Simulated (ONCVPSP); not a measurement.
## Which change was made? (F, ONCV)

ONCVPSP 4.0.1 input, shortened (lines: element, Z, core and valence counts, functional; n l f; lmax; l rc ep ncon nbas qcut; lloc lpopt rc5 dvloc0; l nproj debl; icmod fcfact rcfact), PBE, scalar-relativistic:

```
  F 9.00    1    2        4      upf
    1    0    2.00
    2    0    1.00
    2    1    6.00
    1
    0    0.75    0.00    5    9    7.60
    1    1.35    0.00    4    8   12.00
    0    5    0.75    0.00
    0    0    0.70
    1    1    0.60
    3    2.00    1.35
```

Cutoffs, loose and tight: the cutoffs (Ha) at which the residual kinetic energy of the hardest occupied pseudo-wave falls to 1 and 0.1 mHa per electron. They do not see the model core or the augmentation charge, which bear on the density cutoff. Test errors are all-electron minus pseudo excitation energies from the reference, over the configurations 2s2 2p5; 2s2 2p4; 2s2 2p3; 2s1 2p5; variants that change the core or the reference have their own tests.

The base gives: outcome: generated; cutoff, loose: 298 Ha; cutoff, tight: 385 Ha; bound ghosts: none; GHOST(+) flags above zero: none; largest test error (meV): +283.

Question: After one change the result is: outcome: generated; cutoff, loose: 186 Ha; cutoff, tight: 586 Ha; bound ghosts: none; GHOST(+) flags above zero: none; largest test error (meV): +127. Which change was it?
A. all radii but the core radius scaled by about 0.85 (s 0.64, p 1.14 bohr)
B. all radii but the core radius scaled by about 1.14 (s 0.86, p 1.54 bohr)
C. all radii but the core radius scaled by about 0.77 (s 0.58, p 1.04 bohr)
D. all radii but the core radius scaled by about 1.30 (s 0.98, p 1.76 bohr)

Answer: C. The others give: all radii but the core radius scaled by about 0.85 (s 0.64, p 1.14 bohr) → outcome: generated; cutoff, loose: 197 Ha; cutoff, tight: 448 Ha; bound ghosts: none; GHOST(+) flags above zero: none; largest test error (meV): +165 | all radii but the core radius scaled by about 1.14 (s 0.86, p 1.54 bohr) → outcome: generated; cutoff, loose: 219 Ha; cutoff, tight: 293 Ha; bound ghosts: none; GHOST(+) flags above zero: none; largest test error (meV): +430 | all radii but the core radius scaled by about 1.30 (s 0.98, p 1.76 bohr) → outcome: generated; cutoff, loose: 99 Ha; cutoff, tight: 217 Ha; bound ghosts: none; GHOST(+) flags above zero: none; largest test error (meV): +555.
